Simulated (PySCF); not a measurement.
The third ionisation energy along group 14

All values are computed (PySCF 2.14, energy differences of UHF-based or UKS calculations, no spin-orbit coupling). Values in eV. The last column holds reference values (NIST; (s) semi-empirical, (t) theoretical, else measured). Unmarked ones compare directly (S terms, centres of terms, or small fine structure); those marked * lie between the lowest fine-structure levels and include a spin-orbit shift.

| element | configurations | MP2 (valence) | SCS-MP2 (valence) | CCSD (valence) | CCSD(T) (valence) | FCI (valence) | r2SCAN | reference |
| --- | --- | --- | --- | --- | --- | --- | --- | --- |
| C (aug-cc-pVQZ-DK, spin-free X2C) | [He] 2s2 → [He] 2s1 | 47.041 | 47.290 | 47.827 | 47.827 | 47.827 | 46.633 | 47.888 |
| Si (aug-cc-pVQZ-DK, spin-free X2C) | [Ne] 3s2 → [Ne] 3s1 | 32.924 | 33.105 | 33.256 | 33.256 | 33.256 | 32.935 | 33.493 |
| Sn (aug-cc-pVQZ-DK3, spin-free X2C) | [Kr] 4d10 5s2 → [Kr] 4d10 5s1 | 29.223 | 29.364 | 29.462 | 29.462 | 29.462 | 30.288 | 30.506 |
| Pb (aug-cc-pVQZ-DK3, spin-free X2C) | [Xe] 4f14 5d10 6s2 → [Xe] 4f14 5d10 6s1 | 30.356 | 30.474 | 30.531 | 30.531 | 30.531 | n/a | 31.937 |

Q: Fill in the row of Ge (aug-cc-pVQZ-DK, spin-free X2C) ([Ar] 3d10 4s2 → [Ar] 3d10 4s1).

A: MP2 (valence) 33.010; SCS-MP2 (valence) 33.173; CCSD (valence) 33.291; CCSD(T) (valence) 33.291; FCI (valence) 33.291; r2SCAN 34.023; reference 34.058 (eV).

"Valence" correlates the outer s and p shells and, in groups 3 to 12 and the f block, the outer d or f shell, open or full, or the next shell where the ion has no valence electron left; the wider scheme adds the next inner shell.
